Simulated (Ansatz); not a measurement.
A nudged elastic band was laid between two geometries of C₂H₆O₂Te (11 atoms, charge 0, multiplicity 1).

Method: RKS PBE-D4/def2-SVP in Ansatz.

| Quantity | Value |
| --- | --- |
| movable images | 7 |
| climbing image | yes |
| spring | 5.0 eV/Å² |
| optimiser | quadratic models (default) |
| start path | IDPP |
| force threshold | 0.05 eV/Å |
| iteration limit | 60 |
| end points | relaxed |

Image 0:

```xyz
11
Properties=species:S:1:pos:R:3
C -1.145 -0.095 1.251
O -0.226 -0.787 0.407
C 0.518 0.051 -0.389
O 1.439 0.751 0.389
Te 1.612 -1.213 -1.903
H -1.853 0.527 0.653
H -0.619 0.562 1.976
H -1.718 -0.865 1.800
H -0.129 0.739 -0.995
H 1.860 1.423 -0.182
H 0.327 -1.150 -2.987
```

Image 8:

```xyz
11
Properties=species:S:1:pos:R:3
C -1.045 -0.131 1.448
O -0.215 -0.841 0.532
C 0.296 -0.057 -0.479
O 1.235 0.829 0.035
Te 1.136 -1.589 -1.906
H -1.924 0.320 0.929
H -0.482 0.674 1.967
H -1.405 -0.867 2.191
H -0.505 0.478 -1.053
H 1.424 1.503 -0.645
H 1.551 -0.375 -2.999
```

**Question.** What changes between the two ends?

**Answer.** No bond is made or broken. The dihedral H9–C3–Te5–H11 goes from -32 to 59°.

**Question.** Give the energies along the band, and the barrier.

**Answer.** The forces met the threshold. The highest image is number 4 of 0 to 8, 0.009 eV above the first end and 0.014 eV above the last; the last end lies 0.005 eV below the first. A vibrational analysis at the climbing image gives one clearly imaginary mode, 88i cm⁻¹: a first-order saddle point.

```tsv
image	path coordinate (Å)	energy (eV)	dihedral H9–C3–Te5–H11 (°)
0	0.00	0.000	-32
1	0.27	0.001	-20
2	0.54	0.005	-9
3	0.80	0.008	4
4	1.07	0.009	16
5	1.31	0.007	27
6	1.55	0.002	38
7	1.80	-0.003	49
8	2.04	-0.005	59
```

**Question.** What is the geometry of the highest image?

**Answer.** 
```xyz
11
Properties=species:S:1:pos:R:3
C -1.064 -0.110 1.410
O -0.181 -0.816 0.544
C 0.392 -0.025 -0.425
O 1.258 0.886 0.170
Te 1.454 -1.445 -1.832
H -1.887 0.378 0.835
H -0.530 0.669 1.996
H -1.501 -0.856 2.099
H -0.375 0.482 -1.069
H 1.670 1.417 -0.538
H 0.829 -0.635 -3.169
```

Time of the run: 2.4 min on 2 threads of Arm Neoverse V1, with other jobs on the host, peak memory 0.15 GiB.
